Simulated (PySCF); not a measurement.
Adding and removing an electron: CsH

r²SCAN; PySCF, scalar-relativistic core potentials, basis sets Cs def2-SVPD with ECP46, H def2-SVPD. Neutral (UKS): singlet (closed shell), Re = 2.597 Å, ωe = 855 cm⁻¹, De = 1.68 eV, HOMO -3.03 eV, LUMO -0.79 eV.

CsH⁺ (UKS): doublet (σ ↑), Re = 3.468 Å, ωe = 175 cm⁻¹, De = 0.04 eV to Cs⁺ + H. The energies at the minima are -20.70952 hartree for CsH and -20.51004 for CsH⁺.

Q: Work out the adiabatic ionisation energy, without and with harmonic zero-point energies (1 hartree = 27.2114 eV, 1 eV = 8065.5 cm⁻¹), and the change of the bond length.

A: At r²SCAN: 0.19948 hartree = 5.428 eV between the minima; the zero-point term (175.0 − 855.0)/2 cm⁻¹ = -0.042 eV makes it 5.386 eV. Re changes by +87.1 pm against the neutral. Minus the HOMO energy is 3.03 eV, -2.40 eV from the value between the minima; self-interaction puts the Kohn–Sham level too high, less so with exact exchange. The electron leaves a σ orbital, and the ion is left as a loose complex of an ion and an atom.

Weak bonds: CsH⁺. Basis-set superposition, not corrected here, can be much of De in a small basis, most of all at correlated wavefunction levels. Spin–orbit coupling is left out. For an ion De counts to the pair picked by the measured ionisation energies or electron affinities, which need not be the lowest pair at this level. States were picked by a PBE0 search and need not be the measured ground states.
